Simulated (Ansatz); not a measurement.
`CO[SiH](Cl)I` → `CO[Si]Cl` + HI at 700 K and 1 bar (silylene formation by 1,1-elimination).

Program: Ansatz. Geometries: PBE0-D4/def2-TZVP. ΔE: electronic, gas phase. CBS: MP2 limit from def2 TZ/QZ plus the TZ coupled-cluster correction, frozen cores. def2 core potentials past Kr. For I outer-core shells are correlated without core-valence functions, which leaves a few kJ/mol of doubt a bond. Each species was taken in one conformer, which may not be the lowest.

```tsv
species	CCSD(T)/CBS energy (Eh)	H − E (kJ/mol)	S (J/(mol·K))
`CO[SiH](Cl)I`	-1162.05764	216.5	491.4
`CO[Si]Cl`	-863.93892	170.7	400.0
HI	-298.03592	34.6	231.7
```

H − E and S are ideal-gas, rigid-rotor, harmonic terms from PBE0-D4/def2-TZVP, for one conformer and one mirror image of each species. 1 Eh = 2625.50 kJ/mol, R = 8.31446 J/(mol·K).

By hand: ΔE, ΔH, ΔS and ΔG.

ΔE = (-863.93892) + (-298.03592) − (-1162.05764) = 0.08280 Eh = 217.4 kJ/mol. Δ(H − E) = 170.7 + 34.6 − 216.5 = -11.2, so ΔH = 206.2 kJ/mol. ΔS = 400.0 + 231.7 − 491.4 = 140.3 J/(mol·K). ΔG = 206.2 − 700 × (140.3)/1000 = 108.0 kJ/mol.

By hand: the equilibrium constant, and the temperature at which ΔG would vanish if ΔH and ΔS stayed fixed.

log₁₀ K = −ΔG/(RT ln 10) = -8.1. ΔG = 0 at ΔH/ΔS = 1470 K.

The number of gas molecules changes by +1, which sets the sign of ΔS. A doubt of 5 kJ/mol in ΔE shifts log₁₀ K by 0.4 here. Other conformers and mirror images would add mixing entropy, several J/(mol·K) or more a flexible species. These are equilibria of isolated gas molecules and say nothing of rates. Largest T1 diagnostic: 0.014 (customary marks: 0.02 for closed shells, 0.045 for open ones).
